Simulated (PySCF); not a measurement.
Mapped SMILES: `[F:1][C:2]([F:3])([F:4])[C@@H:5]1[CH2:6][CH2:7][SiH2:8]1` (H(Xn): hydrogen on atom n). Ha(C6), Ha(C7), Ha(Si8) are cis to C2 on the ring; Hb(C6), Hb(C7), Hb(Si8) are trans to C2 on the ring.

- shielding tensors at HF/pcSseg-1 (GIAO)
- geometry: PBE0-D3(BJ)/def2-SVP
- code: PySCF 2.14
- no relativistic terms, in vacuum, fast rotation and ring inversion assumed for equivalent nuclei, a single conformation

δ = σ(ref) − σ, references computed at the same level: ¹³C (190.85 ppm) and ¹H (31.69 ppm) and ²⁹Si (393.43 ppm) against TMS; ¹⁹F (246.35 ppm) vs CFCl3.

| atoms | nucleus | count | δ (ppm) |
| --- | --- | --- | --- |
| C2 | ¹³C | 1 | ? |
| C5 | ¹³C | 1 | 28.3 |
| C7 | ¹³C | 1 | 7.6 |
| Ha(C7) | ¹H | 1 | 1.57 |
| Si8 | ²⁹Si | 1 | ? |
| Hb(C7) | ¹H | 1 | 0.97 |
| Hb(C6) | ¹H | 1 | 2.15 |
| Hb(Si8) | ¹H | 1 | 4.50 |
| F1/F3/F4 | ¹⁹F | 3 | ? |
| Ha(Si8) | ¹H | 1 | 4.61 |
| C6 | ¹³C | 1 | ? |
| Ha(C6) | ¹H | 1 | 2.40 |
| H(C5) | ¹H | 1 | 1.72 |

Task: Fill in the missing shifts.

Result: 
- C2: 117.3 ppm, CF3 carbon; 3 electronegative neighbours deshield it
- C6: 19.2 ppm, sp3 CH2 in a ring; a saturated carbon with 2 carbon neighbours and no heteroatom attached
- F1/F3/F4: -49.3 ppm, fluorine of a CF3 group
- Si8: -24.1 ppm, silicon bonded to 2 C, 2 H, in a 4-membered ring

Shifts are as computed. Against solution values, carbons near 30 ppm lie about -0 ppm off and those near 130 ppm about +7 ppm. Of 1309 compounds with measured shifts, 239 miss one by over three times the rms of a fit or turn the order of signals round; such compounds aren't used in these exercises. Unscaled 19F shifts against computed CFCl3 carry errors that often reach 10 to 50 ppm.
